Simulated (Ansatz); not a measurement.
Cartesian coordinates (Å):
```xyz
14

Mo    -0.0705     0.0329     0.1420
O      0.4178    -0.0347     1.7954
N     -0.5729     0.1480    -1.8620
H     -0.9825     0.9625    -2.3406
H     -0.3165    -0.5281    -2.5949
N      1.6310     0.8769    -0.3345
H      2.3623     1.0857     0.3540
H      1.8783     1.1501    -1.2882
N     -1.6249     1.1936     0.3988
H     -2.3343     1.3772    -0.3159
H     -1.7741     1.7475     1.2488
N     -0.2454    -1.8978    -0.1275
H     -0.6805    -2.3303    -0.9467
H      0.1594    -2.5900     0.5117
```
Charge 0, spin multiplicity 1.

All values below come from frozen-core CCSD(T)/def2-TZVPP // BP86-D3(BJ)/def2-SVP (Ansatz, a quantum-chemistry and plane-wave program). The restricted HF reference is unstable towards unrestricted orbitals.

```yaml
HF energy: -364.98193 Ha
MP2 correlation energy: -1.76525 Ha
```

Question: Estimate the CCSD correlation energy, the (T) correction, the total energy and the T1 diagnostic.

Answer: 
```json
{
  "CCSD correlation energy": "-1.70142 Ha",
  "(T) correction": "-0.10236 Ha",
  "CCSD(T) total energy": "-366.78571 Ha",
  "T1 diagnostic": "0.026"
}
```
